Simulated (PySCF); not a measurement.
Harmonic spectrum computed at PBE0 in the def2-TZVP basis family (core potentials from Rb on, PySCF, no spin–orbit coupling):

| ω (cm⁻¹) | IR (km/mol) |
| --- | --- |
| 197 | 6.1 |
| 271 | 29.6 |
| 1135 | 65.3 |

Question: Which molecule gave it? In each, all ligands are bound to the one heavy central atom.
A. BrZrN (singlet)
B. BrRuN (singlet)
C. BrWN (triplet)
D. BrHfN (singlet)

Answer: C. It has Cs symmetry with W–Br 2.419 Å, W–N 1.654 Å.
